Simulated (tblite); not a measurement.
A geometry optimisation, step by step.

Species: C8H17P.
SMILES with atom numbers: `[CH2:1]=[CH:2][P:3]([CH2:4][CH2:5][CH3:6])[CH:7]([CH3:8])[CH3:9]` (hydrogens: H10, H11 on C1; H12 on C2; H13, H14 on C4; H15, H16 on C5; H17, H18, H19 on C6; H20 on C7; H21, H22, H23 on C8; H24, H25, H26 on C9)

Computed with GFN2-xTB (tblite), gas phase: L-BFGS steps from a force-field or distance-geometry start until the largest atomic force falls under 0.01 eV/Å. 5 of its 93 geometries are shown.

Step 0: E = -769.3858 eV, largest atomic force 1.083 eV/Å
```
atom  x, y, z in Å  |  force x, y, z in eV/Å
C1     -0.303    2.965   -0.629   -0.161  -0.303  -0.194
C2     -0.407    1.659   -0.871    0.128   0.203   1.056
P3     -0.406    0.485    0.584   -0.331   0.712  -0.139
C4      1.113   -0.483    0.175    0.274  -0.382   0.485
C5      2.391    0.308    0.442    0.013   0.250  -0.164
C6      3.626   -0.530    0.153    0.536  -0.060   0.422
C7     -1.721   -0.721    0.000   -0.229  -0.294   0.378
C8     -3.089   -0.044   -0.056   -0.434   0.186   0.041
C9     -1.792   -1.936    0.940   -0.435  -0.083   0.163
H10    -0.247    3.376    0.379    0.004  -0.237  -0.440
H11    -0.306    3.672   -1.454    0.060  -0.008   0.257
H12    -0.474    1.289   -1.882   -0.011  -0.196  -0.063
H13     1.075   -0.831   -0.847    0.042  -0.046  -0.494
H14     1.131   -1.383    0.817   -0.091   0.280  -0.094
H15     2.423    0.667    1.476   -0.126  -0.170  -0.040
H16     2.420    1.203   -0.190   -0.108  -0.060  -0.033
H17     4.537    0.062    0.343   -0.340  -0.255  -0.084
H18     3.660   -1.416    0.804   -0.033   0.284  -0.219
H19     3.650   -0.863   -0.879   -0.051  -0.007  -0.060
H20    -1.454   -1.074   -0.995    0.057  -0.056  -0.279
H21    -3.863   -0.756   -0.384    0.293   0.134   0.152
H22    -3.108    0.787   -0.769    0.151  -0.096   0.179
H23    -3.395    0.349    0.930    0.268  -0.206  -0.419
H24    -2.590   -2.630    0.612    0.365   0.362   0.089
H25    -0.859   -2.494    0.953    0.012   0.046  -0.012
H26    -2.030   -1.637    1.976    0.147   0.001  -0.490
```

Step 23: E = -769.5014 eV, largest atomic force 0.055 eV/Å
```
atom  x, y, z in Å  |  force x, y, z in eV/Å
C1     -0.321    2.926   -0.630    0.000  -0.001  -0.005
C2     -0.412    1.615   -0.774    0.013  -0.011   0.010
P3     -0.422    0.481    0.656    0.029  -0.013   0.045
C4      1.099   -0.490    0.177    0.010   0.003  -0.005
C5      2.369    0.317    0.425    0.001  -0.001  -0.001
C6      3.616   -0.515    0.153   -0.003   0.007   0.003
C7     -1.708   -0.722    0.000   -0.021  -0.020   0.016
C8     -3.061   -0.022   -0.069   -0.016   0.018   0.004
C9     -1.790   -1.931    0.925   -0.002  -0.018   0.011
H10    -0.266    3.376    0.347   -0.002   0.018   0.002
H11    -0.295    3.599   -1.473   -0.005   0.025  -0.009
H12    -0.468    1.163   -1.760    0.005  -0.024  -0.022
H13     1.032   -0.785   -0.875    0.009  -0.025   0.004
H14     1.129   -1.394    0.792   -0.030   0.018  -0.014
H15     2.377    0.658    1.463    0.002   0.020  -0.015
H16     2.367    1.202   -0.218    0.008   0.010   0.026
H17     4.516    0.068    0.340   -0.010  -0.003  -0.019
H18     3.636   -1.391    0.799    0.006   0.008  -0.016
H19     3.631   -0.852   -0.882    0.018   0.002   0.013
H20    -1.410   -1.044   -1.006   -0.009  -0.016  -0.005
H21    -3.833   -0.714   -0.403    0.008   0.009  -0.011
H22    -3.031    0.823   -0.755    0.014   0.012  -0.006
H23    -3.338    0.351    0.916   -0.010   0.001   0.006
H24    -2.578   -2.611    0.602    0.004   0.019  -0.004
H25    -0.852   -2.482    0.939   -0.006  -0.016  -0.001
H26    -2.010   -1.605    1.941   -0.013  -0.023  -0.007
```

Step 46: E = -769.5062 eV, largest atomic force 0.026 eV/Å
```
atom  x, y, z in Å  |  force x, y, z in eV/Å
C1     -0.336    2.906   -0.641   -0.001  -0.001   0.003
C2     -0.402    1.591   -0.761    0.006  -0.006   0.008
P3     -0.411    0.467    0.679    0.005  -0.014  -0.013
C4      1.111   -0.499    0.192   -0.011  -0.008   0.002
C5      2.377    0.320    0.424   -0.014   0.007   0.005
C6      3.634   -0.492    0.137    0.003  -0.005   0.002
C7     -1.710   -0.726    0.019    0.001   0.001   0.003
C8     -3.047    0.004   -0.061   -0.001   0.010   0.000
C9     -1.828   -1.948    0.923    0.005  -0.002   0.002
H10    -0.308    3.380    0.327    0.007  -0.004  -0.001
H11    -0.306    3.565   -1.496   -0.013  -0.003   0.004
H12    -0.434    1.122   -1.741    0.015  -0.002   0.000
H13     1.035   -0.803   -0.857    0.012  -0.013   0.001
H14     1.146   -1.399    0.811   -0.002   0.004   0.002
H15     2.393    0.665    1.460    0.006  -0.005   0.017
H16     2.357    1.208   -0.213   -0.002   0.002  -0.017
H17     4.524    0.107    0.310    0.003   0.010  -0.004
H18     3.679   -1.366    0.782   -0.004  -0.007   0.016
H19     3.645   -0.832   -0.897   -0.013   0.011  -0.019
H20    -1.409   -1.046   -0.988   -0.006   0.002  -0.003
H21    -3.823   -0.655   -0.448    0.009   0.005   0.000
H22    -2.973    0.875   -0.711   -0.015   0.008  -0.004
H23    -3.347    0.345    0.929   -0.003  -0.001  -0.003
H24    -2.623   -2.603    0.569    0.003   0.006   0.002
H25    -0.902   -2.519    0.940    0.011  -0.001   0.004
H26    -2.063   -1.644    1.941    0.000   0.005  -0.007
```

Step 69: E = -769.5080 eV, largest atomic force 0.013 eV/Å
```
atom  x, y, z in Å  |  force x, y, z in eV/Å
C1     -0.349    2.890   -0.641    0.005   0.001   0.000
C2     -0.376    1.574   -0.761    0.002   0.003   0.003
P3     -0.404    0.455    0.682   -0.009   0.004   0.002
C4      1.116   -0.525    0.216   -0.003   0.007   0.004
C5      2.373    0.313    0.428   -0.002   0.002   0.002
C6      3.639   -0.476    0.119   -0.010   0.001  -0.001
C7     -1.714   -0.719    0.015    0.006   0.001   0.000
C8     -3.045    0.024   -0.061    0.007  -0.002  -0.001
C9     -1.837   -1.943    0.915   -0.002  -0.002  -0.003
H10    -0.349    3.364    0.327   -0.005  -0.002   0.001
H11    -0.323    3.551   -1.495   -0.001  -0.006  -0.004
H12    -0.376    1.101   -1.740    0.009   0.007   0.004
H13     1.041   -0.857   -0.825    0.010   0.002   0.005
H14     1.158   -1.408    0.858   -0.006   0.002  -0.002
H15     2.400    0.656    1.466    0.000   0.005   0.000
H16     2.327    1.201   -0.208    0.003  -0.004  -0.004
H17     4.522    0.140    0.277   -0.010  -0.007  -0.003
H18     3.709   -1.349    0.765    0.008   0.000  -0.010
H19     3.636   -0.813   -0.915    0.002  -0.003   0.004
H20    -1.418   -1.036   -0.994    0.001   0.001   0.002
H21    -3.821   -0.621   -0.470    0.002  -0.001   0.008
H22    -2.960    0.908   -0.691    0.000  -0.004  -0.002
H23    -3.353    0.345    0.933    0.000  -0.003  -0.002
H24    -2.629   -2.599    0.556   -0.009  -0.002   0.000
H25    -0.910   -2.512    0.938    0.002   0.001  -0.001
H26    -2.078   -1.639    1.933    0.000   0.000  -0.001
```

Step 92: E = -769.5091 eV, largest atomic force 0.010 eV/Å
```
atom  x, y, z in Å  |  force x, y, z in eV/Å
C1     -0.363    2.889   -0.638   -0.001  -0.002   0.001
C2     -0.344    1.572   -0.749   -0.004  -0.004   0.000
P3     -0.407    0.456    0.696    0.006   0.006   0.005
C4      1.113   -0.531    0.252   -0.002   0.001   0.001
C5      2.370    0.313    0.431    0.000   0.002   0.001
C6      3.631   -0.473    0.097    0.003  -0.002   0.000
C7     -1.712   -0.715    0.013    0.000  -0.001   0.001
C8     -3.041    0.029   -0.064   -0.003   0.001   0.000
C9     -1.841   -1.944    0.905   -0.002  -0.001   0.001
H10    -0.428    3.368    0.325   -0.003   0.001  -0.001
H11    -0.313    3.543   -1.496   -0.004   0.000   0.003
H12    -0.276    1.095   -1.724   -0.002  -0.002  -0.002
H13     1.035   -0.890   -0.780    0.001  -0.002   0.002
H14     1.159   -1.398    0.916   -0.001   0.001  -0.002
H15     2.419    0.664    1.465    0.002   0.001   0.003
H16     2.307    1.196   -0.210    0.005   0.001  -0.005
H17     4.515    0.146    0.233    0.004   0.000   0.002
H18     3.719   -1.346    0.741    0.002  -0.003   0.002
H19     3.607   -0.812   -0.937   -0.004  -0.003  -0.002
H20    -1.410   -1.026   -0.996    0.003   0.001  -0.003
H21    -3.819   -0.619   -0.465   -0.003   0.001  -0.002
H22    -2.958    0.908   -0.701    0.002   0.000  -0.003
H23    -3.345    0.357    0.929   -0.003   0.001   0.001
H24    -2.639   -2.591    0.542    0.001  -0.002  -0.002
H25    -0.918   -2.520    0.922    0.001   0.003  -0.002
H26    -2.080   -1.646    1.924    0.002   0.002   0.001
```

Problem. Summarise the path.

Solution. The energy falls by 11.90 kJ/mol from step 0 to step 92; nine tenths of that is first reached at step 15. It falls at every step. The largest force goes from 1.083 to 0.010 eV/Å. Among the bonds C2–P3 changes most, from 1.869 to 1.827 Å; the atoms move by 0.124 Å rms after alignment.
